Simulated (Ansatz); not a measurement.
Cost and result up the ladder for the cluster Sn₂S₄ (6 atoms). Charge 0, multiplicity 1. Geometry: PBE-D4/def2-SVP.

```xyz
6

Sn   -1.851   -0.303    0.877
Sn    1.538    0.662   -1.217
S    -1.006    0.216   -1.687
S    -0.756    1.812   -0.225
S     1.916   -0.692    0.850
S     0.158   -1.694    1.402
```

Ansatz on 4 threads of Arm Neoverse V1 on a shared host. Times are rough, and most runs start from the orbitals of an earlier one. PBE0-D4/def2-TZVP serves as the yardstick here, not as an exact answer. Differences are given only for rows in sets of like size (and for xTB, whose basis is part of the method), since another set adds its own error. Binding counts from free atoms at the same level (Sn triplet, S triplet; other spins of the atoms weren't run), without zero-point energy or a counterpoise term.

In the def2 sets Sn takes a core potential; there is no spin–orbit coupling. Correlated methods freeze 28 core orbitals; core or outer-core shells of Sn are correlated, in sets that lack core-valence functions. The rows differ in basis, and correlated rows in double-zeta sets carry the largest basis error. Another isomer (singlet) lies 0.08 eV lower at PBE0-D4/def2-TZVP; other spin states weren't run for this one.

Correlated methods converge slowly with the basis, most of all in double-zeta sets.

```tsv
level	functions	wall time	binding energy per atom (eV)	difference from PBE0-D4/def2-TZVP (eV)
PBE-D4/def2-TZVP (with forces)	248	6.5 s	3.20	0.19
HF/def2-TZVP	248	10 s	1.50	-1.51
r2SCAN-D4/def2-TZVP	248	12 s	3.03	0.02
PBE0-D4/def2-TZVP	248	14 s	3.02	0.00
CCSD(T)/def2-SVP	124	19 s	2.43	–
B97M-V/def2-TZVP	248	20 s	3.09	0.08
```
